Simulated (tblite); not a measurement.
`C1CC[C@H]([Si@@H]1[O])C#N` [radical] (doublet state). The geometry is computed with GFN2-xTB (gas phase). This method treats the open shell by occupation alone, without spin polarisation.

```
atom  x, y, z in Å
N1    -1.4918    3.0795   -0.0993
C2    -1.0900    2.0397   -0.3849
C3    -0.6022    0.7673   -0.6891
C4    -1.2092   -0.4005    0.0457
C5    -0.1568   -1.4961    0.0872
C6     1.0738   -0.8820    0.7264
Si7    1.4150    0.8334   -0.1288
O8     2.1809    0.8476   -1.4414
H9    -0.4729    0.6062   -1.7542
H10   -1.4851   -0.1045    1.0612
H11   -2.1186   -0.7272   -0.4701
H12   -0.4975   -2.3695    0.6503
H13    0.0743   -1.8185   -0.9297
H14    1.9548   -1.5069    0.6096
H15    0.9129   -0.7042    1.7887
H16    1.5048    1.8446    0.9171
```

(1) What is the longest distance between nuclei?

(2) Work out the bond lengths C3–C4, C3–H9, C4–C5, C5–C6, C5–H13, C6–Si7, C6–H15 in bohr.

(3) How far are the heavy atoms from their best plane (unweighted least squares)?

(4) Where is the centre of mass (commonest isotopes), and what is the radius of gyration?

(5) What is the repulsion energy of the bare nuclei, Σ ZA·ZB/RAB?

(6) Give the dihedral angles C5–C6–Si7–O8, C2–C3–C4–H11, C2–C3–Si7–C6, Si7–C3–C4–C5, H13–C5–C6–Si7.

(7) What are the angles C5–C4–H11, C4–C5–H12, Si7–C6–H14, C5–C6–H15, C3–Si7–C6, C6–Si7–H16, O8–Si7–H16?

(8) How far apart are these pairs, which share no bond: C2···C5, C2···H16, H9···H11, H9···H15, H12···H16?

(9) Write the matrix of distances between heavy atoms (Å, lower triangle).

Answers

(1) N1···H14, 5.78 Å; the next longest distance is 5.59 Å.

(2) For C3–C4 the difference vector is (-0.6070, -1.1678, 0.7348) Å, of length 1.5074 Å. 1 bohr = 0.529177 Å. C3–C4 2.848; C3–H9 2.050; C4–C5 2.872; C5–C6 2.866; C5–H13 2.063; C6–Si7 3.679; C6–H15 2.058 bohr.

(3) 0.467 Å rms; N1 0.39, C2 0.04, C3 0.53, C4 0.26, C5 0.25, C6 0.78, Si7 0.48, O8 0.57 Å (magnitudes).

(4) Mass 126.038 u; centre at (0.235, 0.599, -0.228) Å; Rg = √(Σ m r²/M) = 1.995 Å. As Ia + Ib + Ic = 2 Σ m r², the three principal moments sum to 1003.8 u·Å².

(5) 426.91 Eh over 120 pairs, with full nuclear charges and distances in bohr; the largest single term is 39.00 Eh (Si7 with O8).

(6) C5–C6–Si7–O8 -83° (synclinal); C2–C3–C4–H11 85° (synclinal); C2–C3–Si7–C6 134° (anticlinal); Si7–C3–C4–C5 -37° (synclinal); H13–C5–C6–Si7 71° (synclinal). Dihedral signs follow IUPAC: positive where, seen along the central bond, the front bond turns clockwise onto the rear one.

(7) From the scalar product of the two bond vectors; for C5–C4–H11 it is -0.6205 Å² over 1.5197 × 1.0953 Å², cos θ = -0.3728. C5–C4–H11 111.9°; C4–C5–H12 112.0°; Si7–C6–H14 108.5°; C5–C6–H15 110.9°; C3–Si7–C6 85.5°; C6–Si7–H16 107.9°; O8–Si7–H16 125.6°.

(8) C2···C5 3.687 Å (3 bonds apart); C2···H16 2.910 Å (3 bonds apart); H9···H11 2.477 Å (3 bonds apart); H9···H15 4.024 Å (4 bonds apart); H12···H16 4.673 Å (4 bonds apart).

(9) 
```
N1    0.000
C2    1.151  0.000
C3    2.547  1.396  0.000
C4    3.494  2.481  1.507  0.000
C5    4.770  3.687  2.434  1.520  0.000
C6    4.791  3.802  2.745  2.430  1.517  0.000
Si7   3.674  2.792  2.095  2.905  2.818  1.947  0.000
O8    4.502  3.638  2.884  3.907  3.646  2.986  1.520  0.000
```

Its GFN2-xTB frequencies are all real (lowest 51 cm⁻¹).

Hardware: one thread of an Arm Neoverse V2, on a shared host. Cost: 0.56 s. That covers the optimisation of the geometry.

One conformer stands for the species.
